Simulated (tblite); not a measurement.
Compound: C5H8N2O2.
Bonds: C1–C2, C2–C3, C3–O4, O4–C5, C5–N6 (aromatic), N6–C7 (aromatic), C7–O8 (aromatic), O8–N9 (aromatic), C5–N9 (aromatic). Hydrogens: H10, H11, H12 on C1; H13, H14 on C2; H15, H16 on C3; H17 on C7.

Computed with GFN2-xTB (tblite), gas phase: Langevin dynamics at 400 K from the optimised GFN2-xTB geometry, time step 0.5 fs, friction 0.01 fs⁻¹, 2000 steps. Over the second half of the run the saved frames average 386 K.

The optimised geometry, where the run starts:
```
atom  x, y, z in Å
C1      2.186   -0.224    0.851
C2      1.396    0.550   -0.197
C3      0.633   -0.382   -1.136
O4     -0.311   -1.198   -0.445
C5     -1.414   -0.611   -0.049
N6     -1.739    0.700   -0.310
C7     -2.901    0.811    0.244
O8     -3.319   -0.305    0.820
N9     -2.343   -1.239    0.629
H10     2.934   -0.854    0.374
H11     1.521   -0.861    1.430
H12     2.689    0.459    1.529
H13     0.681    1.218    0.288
H14     2.068    1.159   -0.803
H15     1.313   -1.098   -1.603
H16     0.117    0.199   -1.907
H17    -3.517    1.687    0.275
```

t = 100 fs, T = 369 K, E(pot) 0.510 eV above the start
```
atom  x, y, z in Å  |  force x, y, z in eV/Å
C1      1.727   -0.421    0.897   -1.520  -0.636   0.869
C2      1.043    0.598    0.011    0.705   1.369   1.220
C3      0.465   -0.049   -1.216   -0.432  -0.311   1.380
O4     -0.510   -1.029   -0.745    1.343  -0.047  -1.460
C5     -1.585   -0.622   -0.168   -1.257  -0.026   0.913
N6     -2.093    0.676   -0.017    2.757  -0.377  -1.428
C7     -3.124    0.485    0.670   -1.482  -0.011   0.814
O8     -3.394   -0.770    0.937   -0.066  -0.646   0.594
N9     -2.357   -1.512    0.438    0.055   0.629  -0.560
H10     2.594   -0.807    0.417    0.539  -0.503  -0.324
H11     0.956   -1.235    1.065    1.209   0.643   0.105
H12     2.028    0.013    1.856   -0.181  -0.164  -0.222
H13     0.370    1.232    0.628   -0.336  -0.755  -0.543
H14     1.783    1.315   -0.294    0.608   0.448  -0.479
H15     1.325   -0.520   -1.721   -0.966  -0.284  -0.115
H16    -0.036    0.711   -1.772   -0.348   0.300  -0.873
H17    -3.717    1.257    1.080   -0.628   0.369   0.108
```

t = 150 fs, T = 339 K, E(pot) 0.566 eV above the start
```
atom  x, y, z in Å  |  force x, y, z in eV/Å
C1      1.963   -0.554    0.999   -1.185   0.636  -1.305
C2      1.066    0.484    0.236    0.089  -0.342   0.648
C3      0.398    0.069   -1.088    0.501  -1.169   1.161
O4     -0.601   -0.947   -0.969   -0.524   0.244   0.388
C5     -1.683   -0.665   -0.260    1.486   2.237  -1.041
N6     -2.107    0.641    0.046    0.923   0.070   0.170
C7     -3.083    0.439    0.828   -1.843  -1.361   0.272
O8     -3.441   -0.888    0.961    2.160   1.033  -1.113
N9     -2.432   -1.544    0.220   -2.621  -2.289   1.759
H10     2.487   -1.147    0.278    0.652  -0.070  -0.252
H11     1.374   -1.223    1.557   -1.158  -0.961   0.476
H12     2.586   -0.123    1.745    0.723   0.758  -0.008
H13     0.256    0.816    0.887    0.133   0.123   0.192
H14     1.672    1.341   -0.024    0.220   0.272   0.056
H15     1.120   -0.450   -1.684    0.554  -0.036  -0.708
H16     0.017    0.947   -1.548   -0.461   0.683  -0.531
H17    -3.768    1.108    1.320    0.352   0.173  -0.163
```

t = 175 fs, T = 334 K, E(pot) 0.741 eV above the start
```
atom  x, y, z in Å  |  force x, y, z in eV/Å
C1      1.937   -0.597    0.941    0.436   0.574   0.417
C2      1.036    0.482    0.299    0.741  -0.458  -1.032
C3      0.421    0.169   -1.088   -0.464   1.279   0.152
O4     -0.630   -0.800   -1.056    1.018  -0.340   0.237
C5     -1.582   -0.618   -0.189    0.384   2.436  -0.619
N6     -2.047    0.624    0.181   -1.534   1.097   0.131
C7     -3.216    0.357    0.699    0.887  -0.007   0.583
O8     -3.469   -0.956    0.807    1.735   0.932  -0.601
N9     -2.334   -1.518    0.249   -2.416  -4.248   0.605
H10     2.446   -1.236    0.208    0.149   0.665   0.152
H11     1.449   -1.296    1.606   -0.731  -0.036  -0.053
H12     2.627   -0.048    1.631   -0.099  -0.592  -0.891
H13     0.188    0.679    0.926   -0.146   0.436   0.555
H14     1.632    1.403    0.104   -0.374  -0.566   0.476
H15     1.130   -0.237   -1.817   -0.115   0.248   0.177
H16    -0.005    1.197   -1.411    0.451  -1.509  -0.002
H17    -3.891    1.033    1.191    0.077   0.088  -0.288
```

t = 225 fs, T = 367 K, E(pot) 0.646 eV above the start
```
atom  x, y, z in Å  |  force x, y, z in eV/Å
C1      1.749   -0.526    0.815   -2.418   0.243   1.617
C2      1.128    0.803    0.321   -0.840  -0.787   0.561
C3      0.464    0.519   -1.050   -0.333  -0.729   1.875
O4     -0.411   -0.655   -0.797    0.481   1.271  -1.404
C5     -1.600   -0.509   -0.291   -0.484   1.114   1.201
N6     -2.173    0.641    0.281   -1.001  -0.449  -0.188
C7     -3.330    0.202    0.718    0.787  -0.756  -0.208
O8     -3.472   -1.130    0.540    0.227   1.063  -0.338
N9     -2.369   -1.538   -0.121   -0.151  -1.455  -0.185
H10     2.668   -0.803    0.388    0.785  -0.149  -0.803
H11     0.944   -1.290    0.663    1.125   0.281   0.051
H12     1.885   -0.480    1.908    0.117   0.075  -0.340
H13     0.364    1.224    1.065    0.887  -0.785  -1.002
H14     1.887    1.524    0.204    0.847   0.992  -0.175
H15     1.258    0.151   -1.717   -0.699   0.232  -0.102
H16    -0.082    1.424   -1.341   -0.025  -0.562  -0.425
H17    -4.200    0.634    1.196    0.694   0.402  -0.135
```

t = 450 fs, T = 345 K, E(pot) 0.831 eV above the start
```
atom  x, y, z in Å  |  force x, y, z in eV/Å
C1      2.027    0.169    1.060    0.612  -1.755   1.352
C2      0.756    1.043    0.962    0.620  -0.518  -0.506
C3      0.219    0.939   -0.492    1.259  -0.228   0.289
O4     -0.449   -0.345   -0.688    3.161   1.414  -1.054
C5     -1.539   -0.456   -0.079   -2.068   1.828   0.197
N6     -2.166    0.659    0.464   -0.753  -0.332   0.709
C7     -3.331    0.201    0.809    1.933  -1.525  -1.221
O8     -3.434   -1.121    0.483   -1.209   1.058   0.318
N9     -2.308   -1.472   -0.167   -0.521  -1.616   0.641
H10     2.927    0.550    0.493   -1.270  -0.079   0.682
H11     1.855   -0.911    0.666    0.029   1.831   0.626
H12     2.340    0.034    2.185   -0.473   0.344  -2.033
H13    -0.068    0.794    1.640    0.341  -0.635  -0.068
H14     0.993    2.055    1.283    0.222   0.255  -0.568
H15     1.067    0.840   -1.203   -0.422   0.325   0.354
H16    -0.340    1.867   -0.679   -0.492  -0.743  -0.360
H17    -4.124    0.766    1.168   -0.970   0.375   0.642
```

t = 525 fs, T = 375 K, E(pot) 0.766 eV above the start
```
atom  x, y, z in Å  |  force x, y, z in eV/Å
C1      2.033    0.147    1.580    0.780   0.255  -0.519
C2      1.000    1.117    1.059   -0.726   1.057   1.196
C3      0.436    0.987   -0.337    0.370  -0.555  -0.791
O4     -0.381   -0.212   -0.649   -0.882   1.336   0.932
C5     -1.672   -0.203   -0.262    0.856  -1.950   0.197
N6     -2.326    0.847    0.270   -1.085  -0.303   0.333
C7     -3.486    0.314    0.589    1.138  -0.087  -0.733
O8     -3.590   -0.967    0.279    0.028   0.460   0.339
N9     -2.417   -1.347   -0.226    1.781   1.187  -0.838
H10     2.982    0.538    1.142   -0.275  -1.108   0.480
H11     1.810   -0.917    1.309    0.368   1.085   0.344
H12     2.030    0.329    2.668    0.402  -0.626  -0.495
H13     0.169    1.006    1.754   -0.405   0.496   0.042
H14     1.440    2.186    1.172   -0.868  -1.560  -0.250
H15     1.310    0.789   -0.990   -0.583   0.517  -0.199
H16    -0.085    1.963   -0.491    0.054  -1.039  -0.601
H17    -4.315    0.758    1.025   -0.955   0.836   0.564
```

t = 550 fs, T = 431 K, E(pot) 0.659 eV above the start
```
atom  x, y, z in Å  |  force x, y, z in eV/Å
C1      1.903    0.092    1.651    0.750   0.945   0.344
C2      0.949    1.142    1.094   -0.224   0.980   0.079
C3      0.438    0.963   -0.361    1.426   1.343   0.783
O4     -0.328   -0.171   -0.450   -1.603  -0.383  -0.692
C5     -1.649   -0.091   -0.276    1.232  -0.873   0.161
N6     -2.406    0.938    0.221   -1.567  -1.417   0.328
C7     -3.572    0.320    0.450    1.369   0.214  -0.718
O8     -3.533   -0.982    0.104    0.327   0.953  -0.483
N9     -2.269   -1.239   -0.438   -1.655   0.755   1.220
H10     2.879    0.327    1.147   -0.696  -1.046   0.548
H11     1.490   -0.914    1.490    0.587   0.433  -0.016
H12     2.037    0.285    2.769   -0.152  -0.395  -1.477
H13     0.065    1.131    1.735   -0.102   0.376  -0.025
H14     1.431    2.157    1.105   -0.434  -0.825   0.311
H15     1.324    0.798   -1.019   -0.658   0.282   0.130
H16    -0.127    1.903   -0.594    0.402  -0.760  -0.227
H17    -4.504    0.794    0.808    0.999  -0.583  -0.263
```

t = 575 fs, T = 372 K, E(pot) 0.910 eV above the start
```
atom  x, y, z in Å  |  force x, y, z in eV/Å
C1      1.775    0.033    1.580   -0.822   2.461   1.987
C2      0.904    1.293    1.209   -0.414  -3.652  -1.306
C3      0.553    0.934   -0.305   -1.498   2.969   1.563
O4     -0.289   -0.149   -0.448   -1.048  -0.586   0.191
C5     -1.592   -0.115   -0.155    0.719  -1.150  -1.126
N6     -2.393    0.843    0.336   -1.466   0.286   0.832
C7     -3.591    0.261    0.406    1.759   0.745   0.080
O8     -3.591   -0.972   -0.060    1.915   0.255  -0.269
N9     -2.231   -1.224   -0.463   -2.197  -0.087   0.655
H10     2.542   -0.064    0.903    1.724  -0.263  -1.340
H11     1.118   -0.765    1.519   -0.993  -1.732  -0.097
H12     2.198    0.059    2.596   -0.245   0.234  -0.284
H13     0.039    1.277    1.851   -0.384   0.299  -0.017
H14     1.416    2.182    1.242    1.105   1.878   0.142
H15     1.474    0.694   -0.724    1.401  -0.657  -1.105
H16     0.135    1.822   -0.872    0.214  -0.529   0.662
H17    -4.422    0.754    0.910    0.228  -0.471  -0.571
```

t = 875 fs
```
atom  x, y, z in Å
C1      1.364   -0.093    1.991
C2      0.397    1.126    1.857
C3      0.064    1.496    0.357
O4     -0.664    0.449   -0.314
C5     -1.868    0.169    0.141
N6     -2.682    1.009    0.860
C7     -3.754    0.286    1.043
O8     -3.688   -0.971    0.477
N9     -2.353   -1.035    0.009
H10     2.233   -0.005    1.358
H11     0.819   -0.987    1.656
H12     1.635   -0.017    3.063
H13    -0.535    0.886    2.391
H14     0.806    1.988    2.405
H15     0.961    1.631   -0.197
H16    -0.516    2.420    0.213
H17    -4.675    0.500    1.521
```

Task: Estimate the potential energy and the forces of this last frame.

Result: 0.546 eV above the start.

```
atom  Fx (eV/Å)  Fy (eV/Å)  Fz (eV/Å)
  C1     -1.130      1.091      0.289
  C2     -0.218      0.038     -0.784
  C3     -0.835     -0.166      1.112
  O4      0.171      0.054      0.440
  C5      0.474     -0.547      0.527
  N6     -1.373     -0.527      0.144
  C7      0.842     -1.147     -1.246
  O8      2.307      2.034      0.774
  N9     -1.673     -0.300     -0.605
 H10      0.225      0.241      0.019
 H11      0.346      0.161      0.653
 H12      0.030     -0.964     -0.773
 H13      0.141     -0.028     -0.338
 H14      0.056     -0.092     -0.606
 H15      0.889     -0.211     -0.499
 H16     -0.016     -0.056      0.639
 H17     -0.236      0.420      0.253
```

The bond farthest from its length at the start is C7–O8 (1.381 against 1.323 Å), and half the difference of its two atoms' forces along it is -1.83 eV/Å (positive lengthens). The largest atomic force is 3.17 eV/Å.

What follows is the cost of the whole dynamics run. Time: 37 s; peak memory 0.18 GiB. Hardware: Intel Xeon at 2.50 GHz, one thread, shared host with 64 logical CPUs at a one-minute load of 58.
